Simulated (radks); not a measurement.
All-electron atom: Be IV in 1s1.

All-electron calculation, scalar-relativistic Kohn-Sham, PBE, spin-unpolarised, spherical densities, finite nucleus; Fermi nuclear charge, rms radius 2.519 fm; without spin polarisation the odd electron is poorly described. Program: a radial shooting solver on a logarithmic mesh with Libxc functionals.

Energy parts (eV):
part                    energy
total                 -211.907
kinetic                211.559
electron-nucleus      -429.211
Hartree                 33.361
exchange-correlation   -27.616

Orbitals (lengths in bohr, moments of r in powers of bohr; r(90%) holds 90 % of the orbital's charge):
orbital  occ.  eigenvalue (eV)  r(90%)    <r^4>
1s          1        -185.9240   0.684  0.09950

The highest occupied level is 1s at -185.92 eV. Summed over all electrons, <r^2> = 0.1973 bohr^2, which gives a Langevin (diamagnetic) susceptibility term of -0.156 x 10^-6 cm^3/mol. For comparison, the ionisation energy in NIST's Atomic Spectra Database is 217.72 eV (theoretical). In exact Kohn-Sham theory the highest level is minus the ionisation energy, but local and semilocal functionals leave it too shallow, through self-interaction and a potential that decays too fast; potentials with the right tail come closer. The density falls to 0.001 e/bohr^3 at r = 1.27 bohr. The electron density at the nucleus is 20.15 e/bohr^3 (large components only).
